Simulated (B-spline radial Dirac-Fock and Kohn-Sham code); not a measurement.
# Widths and yields of inner-shell holes in Sc²⁺

System: the Sc²⁺ ion in the configuration [Ar] 3d1.

Level of theory: one-electron (LDA, Dirac) transition rates at Dirac-Fock energies; a radial finite-basis atomic code.

Partial widths are in eV. Coster-Kronig decay leaves a hole in the same principal shell; its rates are the weakest part of the model, often 1.5 to 2.5 times too large and more for N holes. Holes without an open Auger channel, or with an unreliable SCF state, are not listed.

```
      hole  radiative  Auger  Coster-Kronig  total  fluorescence yield  lifetime (fs)
    K (1s)      0.158  0.666              0  0.824                   ?              ?
   L1 (2s)   0.000942  0.182           2.39   2.57            0.000366          0.256
L2 (2p1/2)   0.000158  0.235              0  0.235            0.000673           2.80
L3 (2p3/2)   0.000159  0.237              0  0.237            0.000673           2.78
```

Question: What are the fluorescence yield and the lifetime of the K (1s) hole?

Answer: The yield is the radiative width over the total, 0.192, and the lifetime is ħ/Γ = 0.798 fs.

Values without a named source are computed, but for edge energies of neutral atoms, which are taken from tables.
